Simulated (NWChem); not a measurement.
System: BH$_{2}$O$_{2}$Cl; SMILES OB(O)Cl

NWChem input:

```
start job
memory heap 200 mb stack 900 mb global 1100 mb
geometry units angstroms noautosym nocenter noautoz
  B     -0.018498     0.445147     0.000000
  Cl     0.022387    -1.330620     0.000000
  O     -1.221226     1.050626     0.000000
  H     -1.133935     2.010682     0.000000
  O      1.129320     1.164571     0.000000
  H      1.920185     0.616892     0.000000
end
basis spherical
  * library def2-svpd
end
dft
  xc xpbe96 cpbe96
  iterations 150
end
property
  response 1 0.0
end
task dft property
```

All runs use the structure optimised with PBE0/def2-SVP.

Static field.

Problem. What results follow from this input? (PBE/def2-SVPD.) Quantities: isotropic polarisability (bohr³); anisotropy (bohr³).

Solution. 
```json
{
  "isotropic polarisability (bohr³)": "38.7",
  "anisotropy (bohr³)": "14.0"
}
```
